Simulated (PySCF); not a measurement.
PySCF input for H₂O, SMILES O, TDA-B3LYP/def2-TZVPD. Geometry: PBE0-D3(BJ)/def2-TZVPD.

```python
import numpy as np
from pyscf import gto, scf, dft, tdscf

mol = gto.M(
    atom='''
    O     0.00000000    0.00000000   -0.11705533
    H     0.00000000   -0.76127412    0.46822130
    H     0.00000000    0.76127410    0.46822132
    ''',
    basis='def2-TZVPD',
    charge=0,
    spin=0,
    symmetry=True,
    max_memory=2000,
    verbose=4,
)
mf = dft.RKS(mol, xc='b3lyp').density_fit(auxbasis='def2-universal-jkfit')
mf.grids.level = 3
mf.conv_tol = 1e-9
mf.max_cycle = 100
mf.kernel()
mf.grids = dft.Grids(mol).set(level=1).build(with_non0tab=True)  # coarser grid for the response kernel
td = tdscf.TDA(mf)
td.singlet = True
td.nstates = 10
td.conv_tol = 1e-5
td.kernel(x0=td.get_init_guess(mf, 16))
td.analyze()
tt = tdscf.TDA(mf)
tt.singlet = False
tt.nstates = 4
tt.conv_tol = 1e-5
tt.kernel(x0=tt.get_init_guess(mf, 10))
tt.analyze()
```

Program output:

```
PySCF version 2.14.0

[INPUT] verbose = 4
[INPUT] num. atoms = 3
[INPUT] num. electrons = 10
[INPUT] charge = 0
[INPUT] spin (= nelec alpha-beta = 2S) = 0
[INPUT] symmetry True subgroup None
[INPUT] Mole.unit = angstrom
[INPUT] Symbol           X                Y                Z      unit          X                Y                Z       unit  Magmom
[INPUT]  1 O      0.000000000000   0.000000000000  -0.117055330000 AA    0.000000000000   0.000000000000  -0.221202515121 Bohr   0.0
[INPUT]  2 H      0.000000000000  -0.761274120000   0.468221300000 AA    0.000000000000  -1.438599592519   0.884810022688 Bohr   0.0
[INPUT]  3 H      0.000000000000   0.761274100000   0.468221320000 AA    0.000000000000   1.438599554725   0.884810060482 Bohr   0.0

nuclear repulsion = 9.16485098934979
point group symmetry = C2v
symmetry origin: [ 0.00000000e+00 -3.77945226e-09 -3.77945225e-09]
symmetry axis x: [-1. -0. -0.]
symmetry axis y: [0.00000000e+00 1.00000000e+00 9.59258579e-09]
symmetry axis z: [ 0.00000000e+00 -9.59258579e-09  1.00000000e+00]
num. orbitals of irrep A1 = 25
num. orbitals of irrep A2 = 6
num. orbitals of irrep B1 = 11
num. orbitals of irrep B2 = 16
number of shells = 24
number of NR pGTOs = 77
number of NR cGTOs = 58
basis = def2-TZVPD
ecp = {}


******** <class 'pyscf.df.df_jk.DFSymAdaptedRKS'> ********
method = DFSymAdaptedRKS
initial guess = minao
damping factor = 0
level_shift factor = 0
DIIS = <class 'pyscf.scf.diis.CDIIS'>
diis_start_cycle = 1
diis_space = 8
diis_damp = 0
SCF conv_tol = 1e-09
SCF conv_tol_grad = None
SCF max_cycles = 100
direct_scf = False
XC library pyscf.dft.libxc version 7.1.2
    S. Lehtola, C. Steigemann, M. J. T. Oliveira, and M. A. L. Marques,  SoftwareX 7, 1–5 (2018)
XC functionals = b3lyp
    P. J. Stephens, F. J. Devlin, C. F. Chabalowski, and M. J. Frisch,  J. Phys. Chem. 98, 11623 (1994)
radial grids:
    Treutler-Ahlrichs [JCP 102, 346 (1995); DOI:10.1063/1.469408] (M4) radial grids

becke partition: Becke, JCP 88, 2547 (1988); DOI:10.1063/1.454033
pruning grids: <function nwchem_prune>
grids dens level: 3
symmetrized grids: True
atomic radii adjust function: <function treutler_atomic_radii_adjust>
small_rho_cutoff = 0
Freeze 0 electrons in irreps []
    10 free electrons in irreps A1 A2 B1 B2
Set gradient conv threshold to 3.16228e-05
Initial guess from minao.
tot grids = 33704
******** <class 'pyscf.df.df.DF'> ********
auxbasis = def2-universal-jkfit
init E= -76.3921970285446
HOMO (B1) = -0.430980316841849  LUMO (A1) = -0.031396646625609  gap/eV = 10.87323
cycle= 1 E= -76.3757901858316  delta_E= 0.0164  |g|= 0.716  |ddm|= 0.91
HOMO (B1) = -0.158632733833542  LUMO (A1) = 0.00815037918478367  gap/eV = 4.53840
cycle= 2 E= -76.1789836498776  delta_E= 0.197  |g|= 1.25  |ddm|= 0.839
HOMO (B1) = -0.335867190175615  LUMO (A1) = -0.0148934969620385  gap/eV = 8.73414
cycle= 3 E= -76.4664922301322  delta_E= -0.288  |g|= 0.0397  |ddm|= 0.538
HOMO (B1) = -0.323131273030347  LUMO (A1) = -0.00982138095960039  gap/eV = 8.52560
cycle= 4 E= -76.4668100369024  delta_E= -0.000318  |g|= 0.00789  |ddm|= 0.0239
HOMO (B1) = -0.323709271846439  LUMO (A1) = -0.010263270361321  gap/eV = 8.52930
cycle= 5 E= -76.4668194296346  delta_E= -9.39e-06  |g|= 0.00132  |ddm|= 0.00344
HOMO (B1) = -0.324038844686289  LUMO (A1) = -0.0103147209170871  gap/eV = 8.53687
cycle= 6 E= -76.4668197504809  delta_E= -3.21e-07  |g|= 1.94e-05  |ddm|= 0.000621
HOMO (B1) = -0.324041303266182  LUMO (A1) = -0.0103136974005196  gap/eV = 8.53696
cycle= 7 E= -76.4668197506441  delta_E= -1.63e-10  |g|= 3.31e-06  |ddm|= 2.69e-05
HOMO (B1) = -0.32403992434993  LUMO (A1) = -0.0103134562773732  gap/eV = 8.53693
Extra cycle  E= -76.4668197506439  delta_E= 1.42e-13  |g|= 4.38e-06  |ddm|= 4.07e-06
converged SCF energy = -76.4668197506439
tot grids = 10128


******** <class 'pyscf.tdscf.rks.TDA'> for <class 'pyscf.df.df_jk.DFSymAdaptedRKS'> ********
nstates = 10 singlet
deg_eia_thresh = 1.000e-03
wfnsym = None
conv_tol = 1e-05
eigh lindep = 1e-12
eigh level_shift = 0
eigh max_cycle = 100


Excitation energies (eV)
[ 7.18702536  8.79116739  9.32069904  9.79289076 10.13262239 10.95435805
 11.12054141 11.75848182 11.89060586 12.09421475]

** Singlet excitation energies and oscillator strengths **
Excited State   1:   B1      7.18703 eV    172.51 nm  f=0.0498
       5 -> 6        -0.70572
Excited State   2:   A2      8.79117 eV    141.03 nm  f=0.0000
       5 -> 7        -0.70110
Excited State   3:   A1      9.32070 eV    133.02 nm  f=0.0928
       4 -> 6         0.66883
       5 -> 8        -0.22135
Excited State   4:   B1      9.79289 eV    126.61 nm  f=0.0065
       5 -> 9        -0.70514
Excited State   5:   A1     10.13262 eV    122.36 nm  f=0.0085
       4 -> 6        -0.20682
       4 -> 9         0.13238
       5 -> 8        -0.65371
Excited State   6:   B2     10.95436 eV    113.18 nm  f=0.0157
       4 -> 7        -0.70375
Excited State   7:   A2     11.12054 eV    111.49 nm  f=0.0000
       5 -> 10       -0.70091
Excited State   8:   B1     11.75848 eV    105.44 nm  f=0.0054
       4 -> 8         0.65917
       5 -> 11       -0.25115
Excited State   9:   B1     11.89061 eV    104.27 nm  f=0.0292
       4 -> 8        -0.25209
       5 -> 11       -0.65898
Excited State  10:   A1     12.09421 eV    102.52 nm  f=0.0164
       4 -> 9         0.67991
       5 -> 14        0.11271

** Transition electric dipole moments (AU) **
state          X           Y           Z        Dip. S.      Osc.
  1        -0.5317      0.0000      0.0000      0.2827      0.0498
  2         0.0000      0.0000     -0.0000      0.0000      0.0000
  3        -0.0000     -0.0000      0.6373      0.4062      0.0928
  4         0.1643     -0.0000      0.0000      0.0270      0.0065
  5        -0.0000      0.0000     -0.1856      0.0344      0.0085
  6        -0.0000     -0.2419      0.0000      0.0585      0.0157
  7        -0.0000     -0.0000      0.0000      0.0000      0.0000
  8        -0.1371      0.0000     -0.0000      0.0188      0.0054
  9        -0.3166      0.0000      0.0000      0.1003      0.0292
 10         0.0000      0.0000     -0.2355      0.0555      0.0164

** Transition velocity dipole moments (imaginary part, AU) **
state          X           Y           Z        Dip. S.      Osc.
  1        -0.1522      0.0000      0.0000      0.0232      0.0585
  2         0.0000      0.0000     -0.0000      0.0000      0.0000
  3         0.0000     -0.0000      0.1854      0.0344      0.0669
  4         0.0719     -0.0000      0.0000      0.0052      0.0096
  5        -0.0000     -0.0000     -0.0420      0.0018      0.0032
  6        -0.0000     -0.0520     -0.0000      0.0027      0.0045
  7        -0.0000     -0.0000      0.0000      0.0000      0.0000
  8        -0.0586      0.0000     -0.0000      0.0034      0.0053
  9        -0.0887      0.0000      0.0000      0.0079      0.0120
 10         0.0000      0.0000     -0.1224      0.0150      0.0225

** Transition magnetic dipole moments (imaginary part, AU) **
state          X           Y           Z
  1        -0.0000      0.0808      0.0000
  2         0.0000      0.0000     -0.0578
  3         0.0000      0.0000      0.0000
  4         0.0000     -0.0362      0.0000
  5        -0.0000      0.0000     -0.0000
  6         0.0697     -0.0000      0.0000
  7         0.0000      0.0000      0.1934
  8         0.0000     -0.0540      0.0000
  9        -0.0000     -0.0990      0.0000
 10         0.0000      0.0000      0.0000


******** <class 'pyscf.tdscf.rks.TDA'> for <class 'pyscf.df.df_jk.DFSymAdaptedRKS'> ********
nstates = 4 triplet
deg_eia_thresh = 1.000e-03
wfnsym = None
conv_tol = 1e-05
eigh lindep = 1e-12
eigh level_shift = 0
eigh max_cycle = 100


Excitation energies (eV)
[6.74366547 8.60022159 8.78582688 9.44670355]

** Triplet excitation energies and oscillator strengths **
Excited State   1:   B1      6.74367 eV    183.85 nm  f=0.0000
       5 -> 6        -0.70030
Excited State   2:   A2      8.60022 eV    144.16 nm  f=0.0000
       5 -> 7        -0.69091
       5 -> 10        0.11949
Excited State   3:   A1      8.78583 eV    141.12 nm  f=0.0000
       4 -> 6         0.69870
Excited State   4:   A1      9.44670 eV    131.25 nm  f=0.0000
       5 -> 8        -0.70057

** Transition electric dipole moments (AU) **
state          X           Y           Z        Dip. S.      Osc.
  1         0.0000      0.0000      0.0000      0.0000      0.0000
  2         0.0000      0.0000      0.0000      0.0000      0.0000
  3         0.0000      0.0000      0.0000      0.0000      0.0000
  4         0.0000      0.0000      0.0000      0.0000      0.0000

** Transition velocity dipole moments (imaginary part, AU) **
state          X           Y           Z        Dip. S.      Osc.
  1        -0.0000     -0.0000     -0.0000      0.0000      0.0000
  2        -0.0000     -0.0000     -0.0000      0.0000      0.0000
  3        -0.0000     -0.0000     -0.0000      0.0000      0.0000
  4        -0.0000     -0.0000     -0.0000      0.0000      0.0000

** Transition magnetic dipole moments (imaginary part, AU) **
state          X           Y           Z
  1        -0.0000     -0.0000     -0.0000
  2        -0.0000     -0.0000     -0.0000
  3        -0.0000     -0.0000     -0.0000
  4        -0.0000     -0.0000     -0.0000
```

The calculation finished and met its thresholds.

Cost: roughly 8 core-seconds.
